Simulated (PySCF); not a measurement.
# Working out the ionisation energy of P(2+)

P(2+) [Ne] 3s2 3p1 (2P) → P(3+) [Ne] 3s2 (1S). All numbers are calculated (PySCF 2.14, the non-relativistic Hamiltonian (point nucleus), in aug-cc-pwCVDZ (6s5p3d, 36 functions)). Frozen: nothing. Energies in hartree (1 hartree = 27.21139 eV):

```
             part  P(2+) (lower)  P(3+) (upper)
              UHF    -339.640598    -338.553929
MP2 opposite-spin      -0.142186      -0.137986
    MP2 same-spin      -0.048087      -0.045688
```

Problem. What does Hartree-Fock give?

Solution. (-338.553929) − (-339.640598) = 1.086669 hartree = 29.570 eV.

Problem. What do MP2 and SCS-MP2 (6/5 opposite-spin, 1/3 same-spin) give?

Solution. The opposite-spin parts differ by 0.114 eV and the same-spin parts by 0.065 eV. MP2: 29.570 + (0.114) + (0.065) = 29.749 eV. SCS-MP2: 29.570 + 1.2 × (0.114) + (0.065)/3 = 29.728 eV.

A first-order spin-orbit estimate adds 0.040 eV to MP2 (all electrons), giving 29.789 eV against 30.203 eV (measured; NIST Atomic Spectra Database, ionization energies).

A double-zeta basis recovers only part of the correlation energy.

What remains against the reference includes basis incompleteness and correlation beyond second order.
